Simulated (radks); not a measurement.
Results of a calculation; reference values are marked as such.
Q: The sulfur anion S2-, [Ar], held by a Watson sphere: a shell of charge +2 at radius R that stands for the Madelung well of a crystal (potential energy -2/R inside, -2/r outside, in hartree with lengths in bohr). Code: a radial shooting solver on a logarithmic mesh with Libxc functionals. Model: scalar-relativistic Kohn-Sham, LB94 model potential, spin-polarised, spherical densities, finite nucleus; Fermi nuclear charge, rms radius of each element as measured or else 0.836 A^(1/3) + 0.57 fm. Response by self-consistent Sternheimer equations with the Hartree and adiabatic LDA kernel, the relativistic mass of each level held fixed and spin-orbit coupling left out. The sphere does not respond.

| R (bohr) | e(2p) (eV) | e(3s) (eV) | e(3p) (eV) | <r> 3p (bohr) | sum of <r^2> (bohr^2) | X-ray form factor at sin(theta)/lambda = 0.3 1/angstrom | alpha (bohr^3) |
|---|---|---|---|---|---|---|---|
| 1.93 | -168.63 | -23.046 | -13.084 | 2.054 | 38.91 | 9.067 | 22.39 |
| 2 | -168.54 | -22.784 | -12.899 | 2.073 | 39.56 | 9.054 | 23.28 |
| 2.22 | -168.29 | -21.986 | -12.306 | 2.130 | 41.57 | 9.026 | 26.35 |
| 2.42 | -168.06 | -21.303 | -11.761 | 2.179 | 43.34 | 9.016 | 29.49 |
| 3.22 | -166.90 | -18.997 | -9.700 | 2.343 | 49.69 | 9.034 | 45.52 |
| 3.28 | -166.81 | -18.850 | -9.559 | 2.354 | 50.12 | 9.036 | 46.94 |
| 3.8 | -165.96 | -17.690 | -8.419 | 2.433 | 53.58 | 9.051 | 60.57 |
| 4.57 | -164.78 | -16.301 | -7.007 | 2.524 | 58.00 | 9.060 | 85.09 |

Estimate the row for R = 3.09 bohr.

A: e(2p) (eV) -167.11; e(3s) (eV) -19.329; e(3p) (eV) -10.014; <r> 3p (bohr) 2.320; sum of <r^2> (bohr^2) 48.74; X-ray form factor at sin(theta)/lambda = 0.3 1/angstrom 9.029; alpha (bohr^3) 42.54.
